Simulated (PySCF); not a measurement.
Compound: C₃H₆N₂Si.
Atom-mapped SMILES: `[SiH3:1][n:2]1[cH:3][cH:4][cH:5][n:6]1`

Structure used (GFN2-xTB), in Å, numbered top down from 1:
```
atom  x, y, z in Å
Si1    2.0491    0.0216   -0.2331
N2     0.3015   -0.0014   -0.0712
C3    -0.5209    0.1119    0.9997
C4    -1.8101    0.0238    0.5493
C5    -1.6785   -0.1466   -0.8415
N6    -0.4159   -0.1596   -1.1962
H7     2.3888    1.1452   -1.0996
H8     2.4474   -1.2630   -0.7991
H9     2.5310    0.2048    1.1368
H10   -0.1238    0.2452    1.9858
H11   -2.7151    0.0745    1.1187
H12   -2.4523   -0.2571   -1.5756
```

NICS is the negative of the GIAO shielding at a point without a nucleus: at the ring centre (0) and 1 Å above and below it (1); zz is the component along the ring normal. Level: GIAO PBE0/pcSseg-1 (PySCF, non-relativistic, gas phase) on the GFN2-xTB geometry, one conformer.

Ring bond lengths (Å), with Mayer bond orders in brackets: N2–C3 1.355 (1.12), C3–C4 1.368 (1.49), C4–C5 1.407 (1.30), C5–N6 1.312 (1.55), N6–N2 1.344 (1.16).

Problem. Give the NICS values of each ring in ppm.

Solution. 
| ring | type | NICS(0) | NICS(1), two faces | NICS(1)zz, two faces | rms pucker (Å) | centre to ring atoms, mean (Å) |
| --- | --- | --- | --- | --- | --- | --- |
| N2–C3–C4–C5–N6 | 5-membered ring with 2 N; formal bonds all aromatic | -13.2 | -12.3 / -12.3 | -32.2 / -32.2 | 0.00 | 1.15 |

Problem. What do they say, and how far can they be read as aromaticity?

Solution. 
- N2–C3–C4–C5–N6: mean NICS(1)zz -32.2 ppm, shielded, aromatic by this magnetic criterion (flat ring, no four-coordinate atom).

Problem. How equal are the bonds by HOMA? HOMA = 1 − mean of α(R − Ropt)² over the ring bonds, with Krygowski's 1993 parameters (CC: Ropt 1.388 Å, α 257.7 Å⁻²; CN: Ropt 1.334 Å, α 93.52 Å⁻²; NN: Ropt 1.309 Å, α 130.33 Å⁻²).

Solution. 
- N2–C3–C4–C5–N6: HOMA 0.91; the largest term is that of N6–N2, α(R − Ropt)² = 0.16. The geometric and the magnetic index point the same way.

Problem. What field does 14.1 T along the ring normal induce along that normal at the second NICS(1) probe listed for ring N2–C3–C4–C5–N6, 1 Å off the ring?

Solution. NICSzz × B0 = -32.2 ppm × 14.1 T = -454 μT, against the applied field.

Problem. Give the inner angles of the rings and the Hirshfeld charges of the ring atoms.

Solution. 
- N2–C3–C4–C5–N6: N2 110.3° (-0.061 e), C3 107.8° (-0.022 e), C4 104.2° (-0.102 e), C5 111.0° (-0.025 e), N6 106.6° (-0.149 e); sum 540.0° against 540° for a flat convex ring.

Problem. How shielded are the nuclei of the rings and their hydrogens (means over atoms taken as equivalent)?

Solution. 
| atoms | environment | σ isotropic (ppm) |
| --- | --- | --- |
| N2 | pyrrole-type nitrogen | 46.1 |
| C3 | aromatic CH next to a ring nitrogen | 46.8 |
| C4 | aromatic CH carbon | 75.1 |
| C5 | aromatic CH next to a ring nitrogen | 37.9 |
| N6 | pyridine-type nitrogen | -88.2 |
| H10 | aromatic hydrogen | 24.10 |
| H11 | aromatic hydrogen | 25.23 |
| H12 | aromatic hydrogen | 23.72 |

Hardware: one thread, Arm Neoverse N1 (aarch64), shared host with 64 logical CPUs at a one-minute load of 56. Cost: 32 s of wall time (with the writing of density and orbital grids), 0.67 GiB resident at most. This is the whole shielding run at PBE0/pcSseg-1, SCF included.
